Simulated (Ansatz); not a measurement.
Calculated with Ansatz (gas phase, PBE0-D4/def2-TZVP geometries, no zero-point term in ΔE). CCSD(T)/CBS adds triple-zeta CCSD(T) − MP2 to the extrapolated MP2 energy (def2 sets, frozen cores). Functionals use def2-TZVPP. For Se outer-core shells are correlated without core-valence functions, which leaves a few kJ/mol of doubt a bond. Scalar relativity is left out up to krypton. One conformer a species, not always the lowest.

Reaction (cleavage of the P–Si bond): `CCO[SiH2]P` + `C[SeH]` → `C[Se]P` + `CCO[SiH3]`

`CCO[SiH2]P`:

Z-matrix (Å, degrees):
```
C
C 1 1.508
H 1 1.093 2 110.4
H 1 1.092 2 110.5 3 -120.1
H 1 1.092 2 110.5 3 120.1
O 2 1.417 1 109.2 3 179.9
H 2 1.098 1 110.3 3 -59.3
H 2 1.098 1 110.3 3 59.1
Si 6 1.644 2 122.5 1 179.2
P 9 2.239 6 110.9 2 179.6
H 9 1.491 6 110.3 2 -60.0
H 9 1.491 6 110.3 2 59.2
H 10 1.421 9 93.0 6 47.0
H 10 1.421 9 93.0 6 -46.9
```

`C[SeH]`:

Z-matrix (Å, degrees):
```
C
Se 1 1.949
H 1 1.088 2 110.6
H 1 1.087 2 110.6 3 -123.3
H 1 1.089 2 106.0 3 118.4
H 2 1.468 1 95.4 3 61.7
```

`C[Se]P`:

Cartesian coordinates in Å:
```
C 0.733 0.908 -0.876
Se 0.870 -0.225 0.708
P -1.259 -0.962 0.691
H 0.003 1.699 -0.713
H 0.467 0.311 -1.745
H 1.721 1.345 -1.019
H -0.984 -2.340 0.892
H -1.551 -0.737 2.062
```

`CCO[SiH3]`:

Cartesian coordinates in Å:
```
C 0.004 -0.548 -1.846
C 0.449 0.042 -0.531
O -0.576 -0.129 0.430
Si -0.426 0.399 1.977
H -0.903 -0.054 -2.199
H 0.784 -0.425 -2.601
H -0.207 -1.613 -1.735
H 0.673 1.110 -0.651
H 1.369 -0.449 -0.186
H -0.214 1.874 2.019
H 0.734 -0.249 2.652
H -1.686 0.043 2.671
```

```tsv
level	ΔE (kcal/mol)	difference from CCSD(T)/CBS
PBE-D4	0.9	0.7
r2SCAN-D4	0.9	0.7
B2PLYP	-0.3	-0.5
PBE	0.9	0.7
HF/def2-TZVPP	-1.1	-1.3
MP2/def2-TZVPP	-0.2	-0.4
SCS-MP2/def2-TZVPP	-0.7	-0.9
HF/def2-QZVPP	-1.2	-1.4
SCS-MP2/def2-QZVPP	-1.1	-1.3
HF/CBS(def2)	-1.3	-1.5
CCSD(T)/CBS	0.2	0
```

Largest T1 diagnostic among the species: 0.012.

In def2-TZVPP, CCSD(T) changes the Hartree–Fock value by +2.0 kcal/mol (the triples alone add +0.0 kcal/mol) and MP2 by +0.9 kcal/mol.
